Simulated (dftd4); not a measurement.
C8H12, charge +1, doublet, geometry from GFN2-xTB (a state made from the parent by changing its charge; the spin is typed, not shown lowest); D4 for pbe0 in dftd4.

Here is a job for dftd4.
```
$ dftd4 mol.xyz --func pbe0 --charge 1 --json dftd4.json --noedisp

# file mol.xyz
20

C     -0.65011825    -1.71950227    -0.13870389
C      0.69981445    -1.66478550    -0.13259833
C      1.51839289    -0.52755998    -0.58746850
C      1.51446175     0.52431201     0.60038176
C      0.70222400     1.66328401     0.13856792
C     -0.64759145     1.72089203     0.13317851
C     -1.55916207     0.61101322     0.48957889
C     -1.55624167    -0.60767685    -0.50284362
H     -1.12194807    -2.63715076     0.18642015
H      1.24616450    -2.48411509     0.31868750
H      1.11994412    -0.06699706    -1.49142236
H      2.54791253    -0.82708841    -0.77192978
H      2.54301248     0.82163639     0.79360587
H      1.10734435     0.06461179     1.50090569
H      1.25415074     2.48143743    -0.30804168
H     -1.11466908     2.63954602    -0.19594320
H     -1.28461412     0.21856272     1.47258104
H     -2.57901857     0.98774312     0.53679645
H     -1.27249307    -0.21582424    -1.48346866
H     -2.57646367    -0.98222197    -0.55874742
```

The log (banner, timings and long lists left out):

```
                    ____  _____ _____     ____  _  _
      -------------|  _ \|  ___|_   _|---|  _ \| || |------------
     |             | | | | |_    | | ___ | | | | || |_           |
     |             | |_| |  _|   | ||___|| |_| |__   _|          |
     |             |____/|_|     |_|     |____/   |_|            |
     |             ===================================           |
     |            E. Caldeweyher, S. Ehlert & S. Grimme          |
     |          Mulliken Center for Theoretical Chemistry        |
     |                    University of Bonn                     |
      -----------------------------------------------------------

Rational (Becke-Johnson) damping: pbe0-D4-ATM
---------------------
  s6         1.0000
  s8         1.2007
  s9         1.0000
  a1         0.4009
  a2         5.0293
 alp        16.0000
--------------------

Dispersion energy:      -1.5484257031215E-02 Eh

[Info] JSON dump of results written to 'dftd4.json'
```
